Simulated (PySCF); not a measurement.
HCu, singlet, geometry from GFN2-xTB (such geometries of metal compounds can be far from the true shape). Base run: B3LYP/def2-SVP (PySCF).

Input for PySCF:
```python
from pyscf import gto, scf, dft

mol = gto.Mole()
mol.atom = '''
    Cu   -0.000000   -0.000000   -0.047474
    H     0.000000    0.000000    1.376745
'''
mol.basis = 'def2-svp'
mol.charge = 0
mol.spin = 0
mol.verbose = 4
mol.build()

mf = dft.RKS(mol)
mf.xc = 'b3lyp'
mf.kernel()
```

The base run was repeated with changes; each row names its change, and settings that it needs were set with it.

```json
[
 {"change": "base", "E (Eh)": "-1640.88643", "HOMO (eV)": "-6.07", "HOMO-LUMO gap (eV)": "4.36", "dipole (D)": "2.47"},
 {"change": "functional = r2scan", "E (Eh)": "[?]", "HOMO (eV)": "[?]", "HOMO-LUMO gap (eV)": "[?]", "dipole (D)": "[?]"},
 {"change": "functional = b3lyp; dispersion = d3zero", "E (Eh)": "-1640.88644", "HOMO (eV)": "-6.07", "HOMO-LUMO gap (eV)": "4.36", "dipole (D)": "2.47"},
 {"change": "functional = pw6b95", "E (Eh)": "-1641.68745", "HOMO (eV)": "-6.37", "HOMO-LUMO gap (eV)": "5.08", "dipole (D)": "2.66"},
 {"change": "functional = pbe0; dispersion = d3bjm", "E (Eh)": "-1640.58681", "HOMO (eV)": "-6.16", "HOMO-LUMO gap (eV)": "4.87", "dipole (D)": "2.70"},
 {"change": "functional = pbe; dispersion = d3bj", "E (Eh)": "-1640.58207", "HOMO (eV)": "-4.91", "HOMO-LUMO gap (eV)": "2.66", "dipole (D)": "2.19"},
 {"change": "functional = pbe0; dispersion = d3bj", "E (Eh)": "-1640.58653", "HOMO (eV)": "-6.16", "HOMO-LUMO gap (eV)": "4.87", "dipole (D)": "2.70"},
 {"change": "functional = b3lyp5", "E (Eh)": "[?]", "HOMO (eV)": "[?]", "HOMO-LUMO gap (eV)": "4.36", "dipole (D)": "[?]"},
 {"change": "functional = m06l", "E (Eh)": "-1640.76931", "HOMO (eV)": "-4.61", "HOMO-LUMO gap (eV)": "3.54", "dipole (D)": "2.89"},
 {"change": "functional = m06", "E (Eh)": "[?]", "HOMO (eV)": "[?]", "HOMO-LUMO gap (eV)": "[?]", "dipole (D)": "[?]"},
 {"change": "functional = bp86", "E (Eh)": "-1641.09047", "HOMO (eV)": "-5.06", "HOMO-LUMO gap (eV)": "2.70", "dipole (D)": "2.18"},
 {"change": "functional = m062x", "E (Eh)": "-1640.78367", "HOMO (eV)": "-7.45", "HOMO-LUMO gap (eV)": "6.86", "dipole (D)": "2.98"},
 {"change": "functional = tpss", "E (Eh)": "[?]", "HOMO (eV)": "[?]", "HOMO-LUMO gap (eV)": "[?]", "dipole (D)": "[?]"}
]
```

**Question.** Fill in the missing entries.

**Answer.** 
- functional = r2scan, E (Eh): -1640.81447
- functional = r2scan, HOMO (eV): -4.94
- functional = r2scan, HOMO-LUMO gap (eV): 3.00
- functional = r2scan, dipole (D): 2.51
- functional = b3lyp5, E (Eh): -1640.76779
- functional = b3lyp5, HOMO (eV): -5.98
- functional = b3lyp5, dipole (D): 2.46
- functional = m06, E (Eh): -1640.78466
- functional = m06, HOMO (eV): -6.40
- functional = m06, HOMO-LUMO gap (eV): 5.43
- functional = m06, dipole (D): 2.69
- functional = tpss, E (Eh): -1640.86455
- functional = tpss, HOMO (eV): -4.79
- functional = tpss, HOMO-LUMO gap (eV): 2.76
- functional = tpss, dipole (D): 2.50

Totals shift with the method and basis; they matter in differences.
